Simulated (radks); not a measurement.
The arsenic anion As3-, [Kr], held by a Watson sphere: a shell of charge +3 at radius R that stands for the Madelung well of a crystal (potential energy -3/R inside, -3/r outside, in hartree with lengths in bohr). Method: scalar-relativistic Kohn-Sham, LDA (Slater exchange, Perdew-Wang correlation), spin-polarised, spherical densities, finite nucleus; Fermi nuclear charge, rms radius of each element as measured or else 0.836 A^(1/3) + 0.57 fm; computed with a radial shooting solver on a logarithmic mesh with Libxc functionals. Response by self-consistent Sternheimer equations with the Hartree and adiabatic LDA kernel, the relativistic mass of each level held fixed and spin-orbit coupling left out. The sphere does not respond.

R (bohr) = 2.97: e(3d) (eV) -38.218; e(4s) (eV) -14.480; e(4p) (eV) -6.258; <r> 4p (bohr) 2.735; sum of <r^2> (bohr^2) 72.13; X-ray form factor at sin(theta)/lambda = 0.3 1/angstrom 22.528; alpha (bohr^3) 59.85
R (bohr) = 3.73: e(3d) (eV) -37.578; e(4s) (eV) -12.859; e(4p) (eV) -4.962; <r> 4p (bohr) 3.036; sum of <r^2> (bohr^2) 85.85; X-ray form factor at sin(theta)/lambda = 0.3 1/angstrom 22.611; alpha (bohr^3) 102.8
R (bohr) = 3.92: e(3d) (eV) -37.461; e(4s) (eV) -12.558; e(4p) (eV) -4.686; <r> 4p (bohr) 3.110; sum of <r^2> (bohr^2) 89.45; X-ray form factor at sin(theta)/lambda = 0.3 1/angstrom 22.624; alpha (bohr^3) 117.3
R (bohr) = 4.16: e(3d) (eV) -37.326; e(4s) (eV) -12.226; e(4p) (eV) -4.363; <r> 4p (bohr) 3.201; sum of <r^2> (bohr^2) 94.09; X-ray form factor at sin(theta)/lambda = 0.3 1/angstrom 22.635; alpha (bohr^3) 138.4
R (bohr) = 4.65: e(3d) (eV) -37.094; e(4s) (eV) -11.687; e(4p) (eV) -3.792; <r> 4p (bohr) 3.383; sum of <r^2> (bohr^2) 104.0; X-ray form factor at sin(theta)/lambda = 0.3 1/angstrom 22.649; alpha (bohr^3) 191.9
